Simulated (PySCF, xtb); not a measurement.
C3H5NOSi, SMILES O[Si@@H]1C=CC=N1. Other conformers were not sampled.

Harmonic wavenumbers (cm⁻¹) from GFN2-xTB run with xtb at its own minimum, in rising order: 130, 159, 213, 361, 414, 484, 552, 646, 658, 738, 760, 819, 847, 900, 914, 934, 997, 1086, 1248, 1294, 1558, 1642, 2390, 3006, 3070, 3112, 3659.

Problem. What does PySCF with PBE0-D3(BJ)/def2-SVP give at its own minimum? (The exact figures need the calculation; the answer reports its results.)

Solution. 141, 175, 291, 407, 453, 505, 644, 709, 735, 741, 798, 862, 888, 934, 956, 977, 1019, 1080, 1306, 1363, 1611, 1708, 2291, 3082, 3186, 3241, 3932. Paired by order, the mean absolute difference is 61 cm⁻¹ and the zero-point energies are 46.6 and 48.7 kcal/mol.
